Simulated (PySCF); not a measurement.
# Correlation energy of Kr(2+) (krypton, charge +2)

[Ar] 3d10 4s2 4p4, high-spin 3P determinant. All numbers are calculated (PySCF 2.14, the spin-free X2C one-electron Hamiltonian (Gaussian nucleus), in aug-cc-pVTZ-DK (7s6p4d2f, 59 functions)). Frozen: [Ar] 3d10; 6 electrons correlated.

| level | correlation energy (mhartree) |
| --- | --- |
| CCSD | -127.95 |
| (T) | -3.01 |
| CCSD(T) | -130.96 |

Diagnostics: T1 = 0.0063, D1 = 0.0200, largest double amplitude 0.037.

Cost of the coupled-cluster step: about 1 core-seconds, for 6 correlated electrons.

Iterations:

```
CC2 = 0
CCSD nocc = (np.int64(4), np.int64(2)), nmo = (45, 45)
frozen orbitals [[0, 1, 2, 3, 4, 5, 6, 7, 8, 9, 10, 11, 12, 13], [0, 1, 2, 3, 4, 5, 6, 7, 8, 9, 10, 11, 12, 13]]
max_cycle = 100
direct = 0
conv_tol = 1e-08
conv_tol_normt = 1e-06
diis_space = 8
diis_start_cycle = 0
Init t2, MP2 energy = -0.108502450010503
Init E_corr(UCCSD) = -0.108502450020446
cycle = 1  E_corr(UCCSD) = -0.123676854098833  dE = -0.0151744041  norm(t1,t2) = 0.0345222
cycle = 2  E_corr(UCCSD) = -0.126738496978781  dE = -0.00306164288  norm(t1,t2) = 0.0104682
cycle = 3  E_corr(UCCSD) = -0.127984190557797  dE = -0.00124569358  norm(t1,t2) = 0.00385256
cycle = 4  E_corr(UCCSD) = -0.12794539158286  dE = 3.87989749e-05  norm(t1,t2) = 0.000387559
cycle = 5  E_corr(UCCSD) = -0.127946313060088  dE = -9.21477227e-07  norm(t1,t2) = 4.94901e-05
cycle = 6  E_corr(UCCSD) = -0.127946495389391  dE = -1.82329304e-07  norm(t1,t2) = 9.18918e-06
cycle = 7  E_corr(UCCSD) = -0.127946518306856  dE = -2.2917465e-08  norm(t1,t2) = 2.07292e-06
cycle = 8  E_corr(UCCSD) = -0.127946521127497  dE = -2.82064117e-09  norm(t1,t2) = 5.09188e-07
UCCSD converged
E(UCCSD) = -2786.967984994872  E_corr = -0.1279465211274974
UCCSD(T) correction = -0.00301477900738735
```
